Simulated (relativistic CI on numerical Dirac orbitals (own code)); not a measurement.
**d1 to d9 in one octahedral field**

Computed with a parametric ligand-field model without spin-orbit coupling, by exact diagonalisation: B = 360, C = 1380, 10Dq = 34600 cm⁻¹ (Oh; |10Dq|/B = 96.1) for every shell. Energies in cm⁻¹; the field energy is (0.6 n_e − 0.4 n_t2) × 10Dq of the ground term; g labels are left out. So small a B with so large a field is typical of 4d and 5d ions, where spin-orbit coupling, left out here, reaches 1,000 to 4,000 cm⁻¹.

| Shell | Ground term | Electrons in e | Field energy | First spin-allowed bands | Lowest term of other spin |
| --- | --- | --- | --- | --- | --- |
| d1 | 2T2 | 0.000 | -13840 | 2E 34600 |  |
| d2 | 3T1 | 0.003 | -27568 | 3T2 33643, 3T1 38086 | 1T2 4998 |
| d3 | 4A2 | 0.000 | -41520 | 4T2 34600, 4T1 38772 | 2E 7122 |
| d4 | ? | ? | ? | ? | ? |
| d5 | 2T2 | 0.010 | -68845 | 2A2 32496, 2T1 32629 | 4T1 27622 |
| d6 | 1A1 | 0.008 | -82769 | 1T1 33454, 1T2 38890 | 3T1 30586 |
| d7 | 2E | 1.005 | -62117 | 2T1 33390, 2T2 33755 | 4T1 27704 |
| d8 | 3A2 | 2.000 | -41520 | 3T2 34600, 3T1 38772 | 1E 5618 |
| d9 | 2E | 3.000 | -20760 | 2T2 34600 |  |

Problem. Fill in the row of d4.

Solution. Ground term: 3T1; Electrons in e: 0.005; Field energy: -55185; First spin-allowed bands: 3E 33122, 3T1 33452; Lowest term of other spin: 1T2 4503. Low spin: d4, d5, d6, d7; the other shells keep the spin of the free ion. Only d4 to d7 can choose; the field needed to pair spins is smallest for d6 and largest for d5, which loses most exchange energy. In the strong-field picture 10Dq must exceed about 6B + 5C = 9060 (d4), 7.5B + 5C = 9600 (d5), 2.5B + 4C = 6420 (d6) and 4B + 4C = 6960 (d7); mixing of terms shifts these bounds somewhat.
